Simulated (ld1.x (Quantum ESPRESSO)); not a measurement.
Reading a pseudo-wave (H (Z = 1))

Columns: radius, all-electron u(r) and pseudo u(r) of the 1s shell (level -6.49 eV) of hydrogen in the configuration 1s1; PBE, scalar-relativistic, TM scheme, ld1.x (Quantum ESPRESSO) 7.5.

```
r (bohr)  all-electron  pseudo
   0.067        0.1202  0.0964
   0.134        0.2246  0.1905
   0.201        0.3146  0.2803
   0.268        0.3917  0.3637
   0.335        0.4574  0.4389
   0.402        0.5128  0.5047
   0.469        0.5590  0.5601
   0.536        0.5972  0.6049
   0.603        0.6281  0.6396
   0.670        0.6527  0.6652
   0.737        0.6716  0.6830
   0.804        0.6856  0.6945
   0.871        0.6953  0.7013
   0.938        0.7011  0.7045
   1.005        0.7035  0.7051
   1.072        0.7031  0.7036
   1.139        0.7000  0.7001
   1.206        0.6948  0.6948
   1.273        0.6877  0.6877
   1.340        0.6789  0.6789
   1.407        0.6688  0.6688
   1.474        0.6575  0.6575
   1.541        0.6452  0.6452
   1.608        0.6321  0.6321
   1.675        0.6183  0.6183
   1.742        0.6040  0.6040
```

Q: How many radial nodes do the two functions have?

A: The all-electron 1s function has n − l − 1 = 0; the pseudo-wave has 0.

Q: At about which radius was the pseudo-wave matched?

A: 1.30 bohr. The columns agree to 0.0005 from 1.14 bohr on; several derivatives are matched, so the curves merge somewhat inside the radius.

Q: Is the pseudo-wave norm-conserving?

A: Yes: the TM scheme keeps the norm inside the radius equal to the all-electron one, which fixes the energy derivative of the logarithmic derivative at the level.
